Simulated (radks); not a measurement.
Ionisation of neutral terbium, [Xe] 4f9 6s2, to [Xe] 4f9 6s1 as the strength of local exchange is varied. Calculated with a radial shooting solver on a logarithmic mesh with Libxc functionals: scalar-relativistic Kohn-Sham, Slater X-alpha exchange (alpha = 2/3 is LDA exchange), no correlation, spin-polarised, spherical densities, point nucleus; open shells are filled with parallel spins first (spin-orbit coupling, left out, can overturn this in heavy ions).

alpha  E(Tb) (hartree)  exchange (hartree)  IE (eV)  -e of the level emptied (eV)  <r> of it (bohr)
0.811      -11747.5679           -295.5380    5.612                    3.576 (6s)             4.127
0.907      -11782.7430           -331.5856    6.028                    4.025 (6s)             4.021
0.945      -11796.6976           -345.9149    6.198                    4.209 (6s)             3.980
0.947      -11797.4326           -346.6700    6.208                    4.219 (6s)             3.978
1.024      -11825.7650           -375.8143    6.562                    4.605 (6s)             3.898

NIST Atomic Spectra Database: 5.864 eV (measured). The Delta-SCF value meets it near alpha = 0.87. Open shells are spherical and high-spin; term and fine-structure splittings are not resolved. Spin-orbit splitting is averaged out at the scalar-relativistic level.
